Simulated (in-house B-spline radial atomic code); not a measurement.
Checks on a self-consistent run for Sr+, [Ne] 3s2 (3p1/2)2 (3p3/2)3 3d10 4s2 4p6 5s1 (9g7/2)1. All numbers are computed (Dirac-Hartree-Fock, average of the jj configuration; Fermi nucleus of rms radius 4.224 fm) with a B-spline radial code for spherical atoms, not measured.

| orbital | q | ε (Eh) | <1/r> | <r²> | small-component weight |
| --- | --- | --- | --- | --- | --- |
| 1s1/2 | 2 | -597.33637 | 39.002 | 0.00206519 | 0.019088 |
| 2s1/2 | 2 | -84.69601 | 8.8126 | 0.0347944 | 0.0038644 |
| 2p1/2 | 2 | -76.96610 | 8.74944 | 0.0266764 | 0.0038339 |
| 2p3/2 | 4 | -74.38603 | 8.4053 | 0.0281561 | 0.0037241 |
| 3s1/2 | 2 | -15.15609 | 2.97102 | 0.269736 | 0.00099175 |
| 3p1/2 | 2 | -12.38563 | 2.86161 | 0.272759 | 0.0009387 |
| 3p3/2 | 3 | -11.99764 | 2.77064 | 0.290306 | 0.00090594 |
| 3d3/2 | 4 | -6.95719 | 2.56278 | 0.282356 | 0.00079357 |
| 3d5/2 | 6 | -6.82001 | 2.5422 | 0.286719 | 0.0007859 |
| 4s1/2 | 2 | -2.77949 | 1.02509 | 1.91583 | 0.00019198 |
| 4p1/2 | 2 | -1.90570 | 0.916499 | 2.36507 | 0.00015917 |
| 4p3/2 | 4 | -1.84426 | 0.9119 | 2.45984 | 0.00016449 |
| 5s1/2 | 1 | -0.66078 | 0.371364 | 12.9566 | 3.3185e-05 |
| 9g7/2 | 1 | -0.02472 | 0.0247916 | 3492.85 | 6.6281e-07 |

Electron-electron repulsion V_ee = 1174.5515 hartree.

Question: What total energy follows from the eigenvalues?

Answer: The eigenvalues count the repulsion twice, so E = Σqε - V_ee = -1992.799 - 1174.552 = -3167.351 hartree; the run printed -3167.351.

Question: Does the Dirac virial theorem hold?

Answer: For a point nucleus E = -2c²Σq·w, with w the small-component weight. Here Σq·w = 0.084331 and c = 137.0360, so the ratio E/(-2c²Σq·w) is 1.000019; the finite nucleus accounts for the departure from 1.

Question: What diamagnetic shielding (Lamb formula) and susceptibility (Langevin formula) do the radii give?

Answer: σ = (α²/3)Σq<1/r> = 200.158/(3·137.036²) = 3552.9 ppm, and χ = -0.79199×10⁻⁶·Σq<r²> = -2795×10⁻⁶ cm³/mol with Σq<r²> = 3529.3 bohr². Both are non-relativistic formulas without the paramagnetism of open shells.
